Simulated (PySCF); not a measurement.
## Radial density of Xe (xenon, neutral)

PBE0, [Xe], closed-shell 1S. Calculation: PySCF 2.14, in aug-cc-pVDZ-PP with ECP28MDF (5s4p3d, 32 functions); a scalar-relativistic core potential. This is the valence pseudo-density: the core potential removes the inner electrons and smooths the orbitals near the nucleus.

```tsv
r (bohr)	4πr²ρ (e/bohr)
0.00125	1.357e-05
0.00210	3.819e-05
0.00353	0.0001065
0.00594	0.0002890
0.00998	0.0007305
0.0168	0.001555
0.0282	0.002468
0.0475	0.003296
0.0799	0.005892
0.134	0.04209
0.226	0.4888
0.380	6.688
0.640	28.59
1.08	13.07
1.81	5.345
3.04	1.586
5.12	0.08833
8.61	0.0002696
```

Energies and moments cover only the electrons outside the core potential.
